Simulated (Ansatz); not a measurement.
An input meant for the cluster Na₅H₅ (charge 0, singlet).

```yaml
crystal:
  periodic: [false, false, false]
  atoms:
    - {symbol: Na, position_ang: [-2.645513, -1.830133, -0.012574]}
    - {symbol: Na, position_ang: [1.057750, 3.013788, 0.032387]}
    - {symbol: Na, position_ang: [3.214703, -0.068635, -0.012101]}
    - {symbol: Na, position_ang: [0.915221, -3.044547, -0.035099]}
    - {symbol: Na, position_ang: [-2.542200, 1.929637, 0.027533]}
    - {symbol: H, position_ang: [2.655987, -2.013029, -0.031970]}
    - {symbol: H, position_ang: [2.752761, 1.903012, 0.013907]}
    - {symbol: H, position_ang: [-3.347001, 0.069778, 0.008229]}
    - {symbol: H, position_ang: [-0.956067, 3.182012, 0.039027]}
    - {symbol: H, position_ang: [-1.105641, -3.141893, -0.029350]}
basis:
  gaussian: {orbitals: pcseg-2}
magnetization: {spin_polarized: true, initial_magnetization: 1}
hamiltonian: {xc: {name: PBE0}, dispersion: d4}
scf: {omitted_lower_state_checks: [starts]}
```

```sh
$ ansatz run in.yaml --threads 4 --pin off --events-out ev --progress --plain --max-ram 3916MiB
```

It prints (some lines left out):

```
Error: a molecule whose nuclei and cores have a total charge of 60 cannot have a net charge of 0 together with 1 unpaired electrons
```

(1) What is wrong with this run?

Answers

(1) The number of unpaired electrons doesn't fit the electron count. The program refused the input.
